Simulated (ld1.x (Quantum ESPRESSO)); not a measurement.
Which change was made? (Se, PAW)

ld1.x (Quantum ESPRESSO) 7.5 input, shortened:

```
&input
   title='Se', zed=34., rel=1, dft='REVPBE', iswitch=3,
   config='[Ar] 3d10 4s2 4p4 4d-2'
 /
 &inputp
   pseudotype=3, lpaw=.true., tm=.true., lloc=-1, rcloc=1.35,
   nlcc=.true., new_core_ps=.true., rcore=1.25,
   which_augfun='PSQ', rmatch_augfun_nc=.true.
 /
5
4S  1  0   2.00   0.00  1.55  1.65  0.0
4S  1  0   0.00  -0.65  1.55  1.65  0.0
4P  2  1   4.00   0.00  1.25  1.55  0.0
4P  2  1   0.00   2.35  1.25  1.55  0.0
4D  3  2  -2.00  -0.10  1.20  1.60  0.0
 &test
   configts(1)='4s2 4p4'
 /
```

Cutoffs, loose and tight: the cutoffs (Ry, on a coarse ladder) from which the occupation-weighted sum of valence levels, in a spherical-Bessel basis at the reference potential, stays within 10 and 1 mRy of its value at 400 Ry. They do not see the model core or the augmentation charge, which bear on the density cutoff. Test errors are all-electron minus pseudo excitation energies from the reference, over the configurations 4s2 4p3; 4s2 4p2; 4s2 4p1; 4s2 4p4.3; 4s2 4p3.5; 4s1 4p4; 4s2 4p0; variants that change the core or the reference have their own tests.

The base gives: outcome: generated; cutoff, loose: 12 Ry; cutoff, tight: 30 Ry; bound ghosts: none; largest test error (meV): -275.

(1) After one change the result is: outcome: generated, overlap not positive; bound ghosts: not determined (overlap not positive); largest test error (meV): -277. Which change was it?
A. waves 4p (bound): rcut 1.25, rcutus 1.46 bohr; 4p channel at 2.35 Ry: rcut 1.25, rcutus 1.46 bohr
B. waves 4p (bound): rcut 1.25, rcutus 2.28 bohr; 4p channel at 2.35 Ry: rcut 1.25, rcutus 2.28 bohr
C. waves 4p (bound): rcut 1.25, rcutus 1.80 bohr; 4p channel at 2.35 Ry: rcut 1.25, rcutus 1.80 bohr

## Answers

(1) B. The others give: waves 4p (bound): rcut 1.25, rcutus 1.46 bohr; 4p channel at 2.35 Ry: rcut 1.25, rcutus 1.46 bohr → outcome: generated; cutoff, loose: 21 Ry; cutoff, tight: 30 Ry; bound ghosts: none; largest test error (meV): -274 | waves 4p (bound): rcut 1.25, rcutus 1.80 bohr; 4p channel at 2.35 Ry: rcut 1.25, rcutus 1.80 bohr → outcome: generated; cutoff, loose: 15 Ry; cutoff, tight: 25 Ry; bound ghosts: none; largest test error (meV): -276. A file whose overlap is not positive is unfit for use, and its test errors describe a broken file.
